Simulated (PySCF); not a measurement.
GeF₂, SMILES [F][Ge][F] (connectivity only; charge and spin as stated), neutral, multiplicity 1.

Coordinates come from a B3LYP-D3(BJ)/def2-TZVP optimisation. The isomer is the one that the SMILES or the coordinates give; other isomers of the formula were not compared.

Two levels are set side by side: TDDFT-PBE/def2-SVPD (PySCF) and TDDFT-ωB97X/def2-SVPD (PySCF). Vertical, same geometry. The lowest singlet is HOMO→LUMO 96 % with PBE and HOMO→LUMO 99 % with the other functional; states are paired by order. Differences are taken from unrounded values.

| quantity | TDDFT-ωB97X |
|---|---|
| lowest singlet excitation (eV) | 5.49 |
| lowest triplet excitation (TDA) (eV) | 3.90 |
| first bright state (f over 0.05) (eV) | 5.49 |
| its oscillator strength | 0.12 |

Problem. What does TDDFT-PBE give, and how far is it from TDDFT-ωB97X? (An estimate is asked for; the answer gives what the named calculation found.)

Solution. 
```
quantity                               TDDFT-PBE  TDDFT-PBE minus TDDFT-ωB97X
-------------------------------------  ---------  ---------------------------
lowest singlet excitation (eV)              5.16                        -0.33
lowest triplet excitation (TDA) (eV)        3.63                        -0.27
first bright state (f over 0.05) (eV)       5.16                        -0.33
its oscillator strength                     0.08                        -0.04
```

A lower first singlet is the usual sign of a functional without exact exchange. Differences between two approximate levels are no errors against the true value.

Rough cost on one machine, each run with all the roots and properties that it gave: TDDFT-ωB97X against TDDFT-PBE about 4 times.
